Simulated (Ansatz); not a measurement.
ZrO₂. Charge 0, multiplicity 5. Geometry PBE0-D4/def2-TZVP; atoms count from 1.

Cartesian coordinates in Å:
```
Zr -0.335 0.248 0.240
O 0.076 -1.476 1.148
O 0.259 1.228 -1.388
```

In the def2 sets Zr takes a core potential; there is no spin–orbit coupling. At PBE0-D4/def2-TZVP a singlet of charge 0 lies 5.26 eV below the quintet, each at its own geometry. The structure comes from a short search, and lower isomers may exist.

Estimate the Mulliken populations from the PBE0/def2-TZVP orbitals of Ansatz.


```json
{"atom": "Zr1", "charge (e)": "0.82", "spin (α − β)": "2.02", "d electrons": "2.19"}
{"atom": "O2", "charge (e)": "-0.41", "spin (α − β)": "0.99", "d electrons": "–"}
{"atom": "O3", "charge (e)": "-0.41", "spin (α − β)": "0.99", "d electrons": "–"}
```
Mulliken values and Mayer orders depend strongly on the basis.

Where does the spin sit?

Summed by element: Zr 2.02, O 1.98, of 4 unpaired in all. Largest on single atoms: Zr1 2.02, O2 0.99, O3 0.99.

And the Mayer bond orders between bonded heavy atoms (over 0.3)?

Zr1–O2 1.01 (1.99 Å); Zr1–O3 1.01 (1.99 Å).
